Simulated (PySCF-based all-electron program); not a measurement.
Bond force of PtSi, singlet

Calculated with an in-house all-electron program built on PySCF, in large uncontracted Gaussian sets near the basis limit; Koelling–Harmon scalar relativity, no spin–orbit coupling, spin-restricted. Forces are good to about 0.010 eV/Å. A positive force pushes the atoms apart.

| r (Å) | LDA (eV/Å) | PBEsol (eV/Å) | PBE (eV/Å) |
| --- | --- | --- | --- |
| 1.6488 | – | – | 30.782 |
| 1.7518 | – | – | 18.067 |
| 1.8549 | – | – | 9.596 |
| 1.8738 | 7.423 | 7.917 | – |
| 2.061 | – | – | ? |
| 2.082 | -0.911 | -0.566 | – |
| 2.2671 | – | – | -3.341 |
| 2.2902 | – | – | ? |

Fill in the missing PBE forces.

2.061 Å: 0.360 eV/Å; 2.2902 Å: -3.560 eV/Å.

Fit a Morse curve to the forces within 0.84 to 1.25 of the listed length with the smallest force. Where does the force vanish, what is the force constant, and what harmonic wavenumber follows with standard atomic masses?

PBE: 2.074 Å, 27 eV/Å², about 540 cm⁻¹. The points are far apart, so these are estimates.
